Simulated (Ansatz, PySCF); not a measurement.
Caution: the highest occupied level lies above zero, so the state may not be bound. This singlet lies 0.36 eV below the relaxed triplet at the level frozen-core CCSD(T)/aug-cc-pVDZ // B3LYP-D3(BJ)/def2-TZVPD (Ansatz, an electronic-structure program); other levels give the other order.

Cartesian coordinates (Å):
SMILES: [B-]([SiH3])F
```xyz
6

F      2.5064     0.1955    -0.0383
B      1.5166    -0.7293     0.0087
Si    -0.5005     0.1102     0.0019
H     -1.1598     1.5042    -0.0422
H     -1.1962    -0.5845    -1.1409
H     -1.1665    -0.4962     1.2108
```
Charge -1, spin multiplicity 1.

Question: Predict the total energy and HOMO from PySCF 2.14.0 with PBE-D3(BJ)/def2-TZVPD // B3LYP-D3(BJ)/def2-TZVPD.

Answer: 
The total energy is -415.7447 Ha and the HOMO comes out as 1.36 eV.
